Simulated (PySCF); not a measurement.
# Tl: excitation energy

Tl [Xe] 4f14 5d10 6s2 6p1 (2P) → Tl [Xe] 4f14 5d10 6s1 6p1 7s1 (4P), as a difference of total energies. All numbers are calculated (PySCF 2.14, a scalar-relativistic core potential, in aug-cc-pwCVDZ-PP with ECP60MDF). Correlated levels: valence and next inner shell: nothing frozen outside the core potential. The calculations carry no spin-orbit coupling.

```csv
method,excitation energy (eV)
UHF,7.906
MP2 (valence and next inner shell),9.599
SCS-MP2 (valence and next inner shell),9.593
CCSD (valence and next inner shell),9.309
CCSD(T) (valence and next inner shell),9.368
```

Problem. How much does correlation contribute at CCSD(T) (valence and next inner shell)?

Solution. 9.368 − (7.906) = 1.462 eV, measured against UHF.

The upper state lies above the first ionisation limit, but in LS coupling its spin forbids autoionisation to the ground ion; at this Z spin-orbit coupling breaks that rule. A Rydberg-like electron needs more diffuse functions than a valence basis has.

The promoted electron is Rydberg-like, and one or two diffuse shells describe it only roughly, which tends to raise the upper state.
